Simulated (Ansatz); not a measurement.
Consider the ligand exchange at a B–C bond: `NCBBr` + H–F → `FBBr` + CH₃NH₂.

Isolated molecules relaxed with PBE0-D4/def2-TZVP in Ansatz; ΔE leaves out vibrations. CCSD(T)/CBS is the MP2 limit (def2-TZVPP, def2-QZVPP) plus CCSD(T) − MP2 in def2-TZVPP, frozen cores. This one scheme is used for every species. DFT in def2-TZVPP. B3LYP here is the variant with VWN-RPA as its local correlation; programs differ in this. For Br outer-core shells are correlated without core-valence functions, which leaves a few kJ/mol of doubt a bond. Scalar relativity is left out up to krypton. One conformer a species, not always the lowest.

CCSD(T)/CBS gives -30.4 kcal/mol.

Question: Another level gave -30.5 kcal/mol. Which?
A. B3LYP/def2-TZVPP
B. PBE-D4/def2-TZVPP
C. CCSD(T)/def2-TZVPP
D. B3LYP-D4/def2-TZVPP

Answer: B. PBE-D4 -30.5, CCSD(T)/def2-TZVPP -31.7, B3LYP -35.0, B3LYP-D4 -32.9 kcal/mol.

Largest T1 diagnostic among the species: 0.011.

In def2-TZVPP, CCSD(T) changes the Hartree–Fock value by +5.7 kcal/mol (the triples alone add +0.6 kcal/mol) and MP2 by +6.5 kcal/mol. The D4 term adds +2.1 kcal/mol with B3LYP and +1.2 kcal/mol with PBE0; it sums over pairs of atoms, weighted by their polarisabilities, and B3LYP, whose exchange is more repulsive, gets the larger term.
